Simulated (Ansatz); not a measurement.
## A ladder of methods for BBr2F (dibromofluoroborane)

BBr2F has 4 atoms, charge 0, and is taken as a singlet. SMILES: `FB(Br)Br`. The shape is that of a PBE0-D4/def2-TZVP optimisation.

```xyz
4

F     1.3166    0.4660    0.3644
B     0.1240    0.0438    0.0342
Br   -0.4830   -1.6294    0.7015
Br   -0.9575    1.1197   -1.1000
```

Each level gives the atomisation enthalpy at 298 K (kJ/mol). The values are calculated. The thermal term (zero-point and 298 K enthalpy, harmonic and unscaled) is that of PBE0-D4/def2-TZVP; the spin-orbit lowering of the free atoms at 298 K, 30.7 kJ/mol by their spectra, is taken off.

**The experiment to reproduce.** NIST-JANAF tables; in doubt, as an older value, an estimate or one at odds with other calculations gives the atomisation enthalpy at 298 K of the gas as 1388 kJ/mol.

```csv
level,kind,program,value (kJ/mol),computed − measured,CPU time (all runs)
SVWN5/cc-pVDZ,LDA,Ansatz,1643,+255,3.2 s
revPBE/cc-pVDZ,GGA,Ansatz,1355,-33,4.5 s
r2SCAN/cc-pVDZ,meta-GGA,Ansatz,1395,+7,12 s
PBE0/cc-pVDZ,global hybrid,Ansatz,1376,-12,4.9 s
CAM-B3LYP/cc-pVDZ,range-separated hybrid,Ansatz,1352,-36,5.5 s
wB97X/cc-pVDZ,range-separated hybrid,Ansatz,1353,-35,17 s
PBE-QIDH/cc-pVDZ,double hybrid,Ansatz,1347,-41,6.8 s
RPA@PBE/cc-pVDZ,RPA,Ansatz,1097,-291,7.5 s
CCSD/cc-pVDZ,coupled cluster or CI,Ansatz,1235,-153,7.2 s
```

Nearest: r2SCAN/cc-pVDZ (+7 kJ/mol); farthest: RPA@PBE/cc-pVDZ (-291 kJ/mol). Computed less measured by kind, in kJ/mol (of the ab initio rows, those in cc-pVDZ): LDA +255; GGA -33; meta-GGA +7; global hybrid -12; range-separated hybrid -36 to -35; double hybrid -41; RPA -291; coupled cluster or CI -153. In a finite basis correlated wave-function methods underbind, so their errors here aren't those of the basis-set limit. The measured heats of formation of B, Si, Al and metal atoms are uncertain by some kJ/mol each. All-electron rows without a relativistic Hamiltonian named are non-relativistic. In the correlated wave-function rows the outer d shell of Br is correlated, in sets not made for it. In so small a basis fixed costs decide the times, and correlated methods can beat functionals. Times are those of the runs behind each value, whatever else they computed, on shared processors of several kinds: orders of magnitude only.
